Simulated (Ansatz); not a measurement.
Saddle point of GeH$_{3}$Br, closed shell (GeH₃Br ([GeH3][Br]) → GeH₂ + HBr (still joined by a long Ge–Br bond); bonds formed: Br2–H3; bonds broken: Ge1–H3; bonds weakened to dative contacts: Ge1–Br2), PBE0-D4/def2-TZVP structure:

```
5
angstrom
Ge -0.8783 0.4884 -0.0026
Br 1.4359 -1.2388 -0.4744
H 0.1617 -1.1317 -1.1757
H -0.8095 0.1471 1.5412
H 0.0901 1.7351 0.1115
```

Energies are electronic, without zero-point energy. Barriers and step energies count from the start structure reached by relaxing down the imaginary mode; all methods use the PBE0-D4 structures, on which another method's saddle can fall below an end. Program: Ansatz 0.2.0. Basis: def2-TZVPP, with def2-QZVPP for the basis limit. Cores are frozen in the correlated methods. Filled d shells of the heavier atoms are correlated. The def2 sets are not built for correlating such inner shells, so the correlated values are less sure here. B3LYP uses VWN-RPA correlation. Extrapolation: Hartree–Fock as exp(−7.88 √X), correlation as X^−2.97.

| method | barrier (kJ/mol) | step energy (kJ/mol) |
| --- | --- | --- |
| SPW92 | 216.1 | 205.7 |
| PBE-D4 | 209.5 | 198.9 |
| BLYP-D4 | 197.0 | 186.4 |
| r2SCAN-D4 | 232.9 | 219.7 |
| B97M-V | 235.1 | 219.0 |
| PBE0-D4 | ? | 215.7 |
| B3LYP-D4 | ? | 201.6 |
| r2SCAN0-D4 | 243.4 | 227.1 |
| BHLYP-D4 | 238.3 | 219.7 |
| CAM-B3LYP-D4 | 230.2 | 212.9 |
| wB97X-V | 242.7 | 223.4 |
| wB97M-V | 226.7 | 207.9 |
| B2PLYP | ? | 215.4 |
| PBE-QIDH | 251.9 | 233.9 |
| RPA on PBE | 230.4 | 211.5 |
| HF | 261.8 | 238.0 |
| MP2 | 250.7 | 233.6 |
| CCSD | 242.0 | 223.0 |
| CCSD(T) | 239.0 | 221.6 |

(1) Fill in the withheld barriers. (To be estimated.)

The T1 diagnostic stays at or below 0.011.

Answers

(1) By the calculation: PBE0-D4 230.7; B3LYP-D4 215.9; B2PLYP 231.5 kJ/mol. Each is the energy of the saddle less that of the start structure, by the same method.

For comparison, the barrier by CCSD(T) at an estimated basis limit (MP2 extrapolated from triple and quadruple zeta, plus CCSD(T) − MP2 in triple zeta) is 230.9 kJ/mol.

Losses and insertions of silylenes and their heavier kin drive the gas-phase chemistry of silicon and germanium vapour deposition.

Labels in which every atom is bracketed show which atoms are joined, not bond orders.

For scale, one of the runs: CCSD(T)/def2-TZVPP, 138 basis functions, launched by `ansatz run in.yaml --threads 2 --pin off --events-out ev --progress --plain --max-ram 4352MiB`. Time: 8.5 s of wall clock on 2 CPU threads of an Intel Xeon 6975P-C; the host was shared. Peak host memory: 0.82 GiB.
